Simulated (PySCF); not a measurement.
# Vibration and rotation of GeS

RHF-CCSD(T) constants of GeS, ¹Σ⁺ (singlet), closed shell (PySCF, spin-free X2C with a Gaussian nucleus, basis sets Ge x2c-SVPall, S x2c-SVPall; masses 73.9212 and 31.9721 u):

| Item | Value |
| --- | --- |
| ωe | 569.2 cm⁻¹ |
| ωexe | 1.73 cm⁻¹ |
| Be | 0.18335 cm⁻¹ |
| αe | 0.000752 cm⁻¹ |
| D (centrifugal) | 7.61e-08 cm⁻¹ |
| De to Ge + S | 5.15 eV |

Give the band origin of the fundamental and the first lines of its P and R branches.

ν0 = ωe − 2ωexe = 565.7 cm⁻¹, B0 = 0.18297, B1 = 0.18222 cm⁻¹.

```
J″  P(J″) − ν0  R(J″) − ν0
 0                   0.364
 1      -0.366       0.727
 2      -0.733       1.089
 3      -1.102       1.449
 4      -1.473       1.807
 5      -1.845       2.164
 6      -2.218       2.519
```

Near which J would the R branch turn back, without centrifugal distortion?

At J ≈ (B0 + B1)/(2(B0 − B1)) − 1 ≈ 240.

Measured values (Huber and Herzberg, Constants of Diatomic Molecules (1979)): ωe = 575.8 cm⁻¹, ωexe = 1.8 cm⁻¹, Be = 0.186565757 cm⁻¹, αe = 0.000749103 cm⁻¹.

Correlated steps freeze 14 core orbitals. Correlated levels converge slowly with the basis: in double zeta they bind strong bonds too weakly, by up to about 1 eV, and carry superposition errors of some tenths. Where the molecule has an RHF reference, its open-shell atoms are computed with UHF. The CCSD T1 diagnostic is raised, a sign that a single reference may not be enough here.
